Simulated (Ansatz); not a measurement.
The first iterations of a band of BH3O3 + H2 (9 atoms, charge 0, multiplicity 1).

These are results of RKS revPBE-D4/def2-SVP (Ansatz 0.2.0), not measurements.

```json
{
 "movable images": "9",
 "climbing image": "yes",
 "spring": "5.0 eV/Å²",
 "optimiser": "quadratic models (default)",
 "start path": "straight line",
 "force threshold": "0.03 eV/Å",
 "iteration limit": "60",
 "end points": "relaxed"
}
```

Initial state:

```xyz
9
Properties=species:S:1:pos:R:3
B -0.359 -0.091 -0.708
O 0.941 0.302 -0.445
O -0.645 -1.423 -0.926
O -1.365 0.852 -0.752
H 1.226 0.270 2.100
H 1.273 0.356 2.861
H 0.990 1.267 -0.323
H 0.162 -1.964 -0.865
H -2.223 0.433 -0.942
```

Final state:

```xyz
9
Properties=species:S:1:pos:R:3
B -0.430 -0.295 0.659
O 1.418 0.661 -1.235
O -0.866 -1.505 0.181
O -1.089 0.853 0.266
H 2.026 0.914 -0.515
H 0.458 -0.174 1.484
H 0.611 1.156 -0.987
H -0.319 -2.242 0.504
H -1.810 0.632 -0.357
```

| iteration | highest image above the first end (eV) | largest band force component (eV/Å) |
| --- | --- | --- |
| 1 | 8.126 | 16.228 |
| 2 | 4.621 | 4.279 |
| 3 | 3.336 | 9.346 |
| 4 | 2.939 | 2.231 |
| 5 | 2.718 | 4.743 |

Q: Does the band converge within its limit, and where does its top end?

A: The run converged. It ended after 16 iterations with the highest image 2.063 eV above the first end. Another band between the same ends (9 images) ends at a top of the same energy, where a vibrational analysis finds 1 clearly imaginary mode. The orbitals stay closed-shell, which can raise the energy where a bond breaks towards radicals; this wasn't checked here.

Time of the run: 2.7 min on 2 threads of AMD EPYC 7R43 64-Core Processor (Zen 3), on a shared host, peak memory 0.15 GiB.
